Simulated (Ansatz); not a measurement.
Species: MgF, net charge 0, doublet state. 
Structure (B3LYP-D3(BJ)/def2-TZVP (Ansatz, a first-principles code) minimum search):
SMILES: [F][Mg]
```xyz
2

Mg     0.0000     0.0000    -0.7587
F      0.0000     0.0000     1.0116
```
Charge 0, spin multiplicity 2.

Quantity: atomisation energy (electronic, to ground-state atoms), in eV. Cores are frozen in the correlated levels unless marked. Open shells are spin-unrestricted. No spin-orbit coupling. No relativistic terms. The coupled-cluster limit lacks core correlation, which all-electron functionals hold. Basis-set limits of correlation are two-point, X^-3; Hartree-Fock from the larger set. The bracket is a focal-point correction in the basis named.

| level | program | atomisation energy (eV) | minus last row |
|---|---|---|---|
| HF/6-31G* | Ansatz | 3.35 | -1.30 |
| PBE0/6-31G* | Ansatz | 4.44 | -0.21 |
| PBE0-D4/def2-TZVP | Ansatz + dftd4 | 4.45 | -0.20 |
| PBE0/def2-TZVP | Ansatz | 4.44 | -0.21 |
| r2SCAN0-D4/def2-TZVPD | Ansatz + dftd4 | 4.52 | -0.13 |
| LC-wPBE-D3(BJ)/def2-TZVPD | Ansatz + dftd3 | 4.81 | 0.16 |
| B2PLYP/def2-TZVPD | Ansatz | 4.55 | -0.10 |
| PBE-QIDH/def2-TZVPD | Ansatz | 4.56 | -0.09 |
| MP2/def2-TZVPPD | Ansatz | 4.99 | 0.34 |
| MP2/CBS(def2-TZVPPD,def2-QZVPPD) | Ansatz | 5.16 | 0.51 |
| SCS-MP2/STO-3G | Ansatz | 2.54 | -2.11 |
| SCS-MP2/6-31G | Ansatz | 3.70 | -0.95 |
| SCS-MP2/6-31G* | Ansatz | 4.42 | -0.23 |
| SCS-MP2/def2-TZVPP | Ansatz | 4.63 | -0.02 |
| SCS-MP2/def2-QZVPP | Ansatz | 4.81 | 0.16 |
| SCS-MP2/def2-QZVPPD | Ansatz | 4.82 | 0.17 |
| CCSD/6-31G* | Ansatz | 4.12 | -0.53 |
| CCSD/def2-SVPD | Ansatz | 4.37 | -0.28 |
| CCSD(T)/def2-TZVPP | Ansatz | 4.36 | -0.29 |
| RI-MP2/CBS(def2-TZVPP,def2-QZVPP)+[CCSD(T)-MP2]/def2-TZVPP | Ansatz | 4.62 | -0.03 |
| CCSD(T)/CBS(def2-TZVPPD,def2-QZVPPD) | Ansatz | 4.65 | 0.00 |
